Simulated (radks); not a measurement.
Task: These are the eigenvalues of the occupied orbitals of an atom or ion with whole-number occupations (hartree). All-electron calculation, Dirac Kohn-Sham, BP86, spin-unpolarised, spherical densities, point nucleus. Program: a radial shooting solver on a logarithmic mesh with Libxc functionals.

1s1/2: -55.88032
2s1/2: -4.28644
2p1/2: -2.88204
2p3/2: -2.86578
3s1/2: -0.54906

Which element is it, and in what charge state? The configuration may be excited. Open shells, if any, are shared by 2j + 1.

Result: Z = 13, aluminium, charge +1: Al+ in [Ne] 3s2. The list shows which subshells hold electrons but not how many an open one holds; the 1s level, -55.88 hartree, gives Z - s = 10.6 by -(Z - s)^2/2, which with screening and relativity narrows Z to a few neighbours, and the depths of the outer levels then fix element, charge and occupations together.
